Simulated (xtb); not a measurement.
xtb input (GFN1-xTB):

```bash
xtb mol.xyz --gfn 1 --opt tight --chrg 1 --uhf 0
```
mol.xyz:
```
4

F     -1.21273912     0.27443435    -0.27944097
B     -0.03125301    -0.00290499    -0.02162157
O      1.13937715    -0.22012012     0.31704327
H      1.95589989    -0.69442324     0.08673045
```

End of the output:

```
         :::::::::::::::::::::::::::::::::::::::::::::::::::::
         ::                     SUMMARY                     ::
         :::::::::::::::::::::::::::::::::::::::::::::::::::::
         :: total energy             -11.324973645151 Eh    ::
         :: gradient norm              0.000195342316 Eh/a0 ::
         :: HOMO-LUMO gap             10.486328845579 eV    ::
         ::.................................................::
         :: SCC energy               -11.435719933604 Eh    ::
         :: -> electrostatic           0.182449402731 Eh    ::
         :: repulsion energy           0.111215052095 Eh    ::
         :: dispersion energy         -0.000468763641 Eh    ::
         :: halogen bond corr.         0.000000000000 Eh    ::
         :: add. restraining           0.000000000000 Eh    ::
         :: total charge               1.000000000000 e     ::
         :::::::::::::::::::::::::::::::::::::::::::::::::::::

           -------------------------------------------------
          |                Property Printout                |
           -------------------------------------------------

    * Orbital Energies and Occupations

         #    Occupation            Energy/Eh            Energy/eV
      -------------------------------------------------------------
         1        2.0000           -1.2018724             -32.7046
         2        2.0000           -1.1467862             -31.2056
         3        2.0000           -1.0148409             -27.6152
         4        2.0000           -0.9386493             -25.5419
         5        2.0000           -0.9385281             -25.5387
         6        2.0000           -0.9163365             -24.9348
         7        2.0000           -0.8816548             -23.9910
         8        2.0000           -0.8815767             -23.9889 (HOMO)
         9                         -0.4962112             -13.5026 (LUMO)
        10                         -0.4956970             -13.4886
        11                         -0.4259460             -11.5906
        12                         -0.3044047              -8.2833
        13                          0.0737034               2.0056
        14                          1.0571447              28.7664
      -------------------------------------------------------------
                  HL-Gap            0.3853655 Eh           10.4863 eV
             Fermi-level           -0.6888939 Eh          -18.7458 eV

  Mulliken/CM5 charges         n(s)   n(p)   n(d)
     1F    -0.06463  0.00192   1.769  5.295  0.000
     2B     0.90010  0.78145   0.686  1.414  0.000
     3O    -0.36818 -0.48978   1.610  4.758  0.000
     4H     0.53272  0.70641   0.467  0.000  0.000

Wiberg/Mayer (AO) data.
largest (>0.10) Wiberg bond orders for each atom

 ---------------------------------------------------------------------------
     #   Z sym  total        # sym  WBO       # sym  WBO       # sym  WBO
 ---------------------------------------------------------------------------
     1   9 F    1.463 --     2 B    1.350     3 O    0.102
     2   5 B    3.055 --     3 O    1.684     1 F    1.350
     3   8 O    2.467 --     2 B    1.684     4 H    0.682     1 F    0.102
     4   1 H    0.714 --     3 O    0.682
 ---------------------------------------------------------------------------

Topologies differ in total number of bonds
Writing topology from bond orders to xtbtopo.mol

 dipole moment from electron density (au)
     X       Y       Z
   1.4239  -0.4991   0.0712  total (Debye):    3.839

           -------------------------------------------------
          |                Geometry Summary                 |
           -------------------------------------------------

      molecular mass/u    :       46.8167769
   center of mass at/Å    :       -0.0884005       0.0024261      -0.0459817
Note: The following floating-point exceptions are signalling: IEEE_DENORMAL
normal termination of xtb
  moments of inertia/u·Å² :        0.5920189E-02   0.5745550E+02   0.5746142E+02
rotational constants/cm⁻¹ :        0.2847482E+04   0.2934033E+00   0.2933731E+00

 * 3 selected distances

     #   Z          #   Z                                           value/Å
     1   9 F        2   5 B                                       1.2396033 (max)
     2   5 B        3   8 O                                       1.2138350
     3   8 O        4   1 H                                       0.9656527 (min)

 * 3 distinct bonds (by element types)

   Z      Z             #   av. dist./Å        max./Å        min./Å
   1 H    8 O           1     0.9656527     0.9656527     0.9656527
   5 B    8 O           1     1.2138350     1.2138350     1.2138350
   5 B    9 F           1     1.2396033     1.2396033     1.2396033

optimized geometry written to: xtbopt.xyz

           -------------------------------------------------
          | TOTAL ENERGY              -11.324973645151 Eh   |
          | GRADIENT NORM               0.000195342316 Eh/α |
          | HOMO-LUMO GAP              10.486328845579 eV   |
           -------------------------------------------------

------------------------------------------------------------------------
------------------------------------------------------------------------
 total:
 SCF:
 ANC optimizer:
```

It need not be the lowest isomer of its formula.
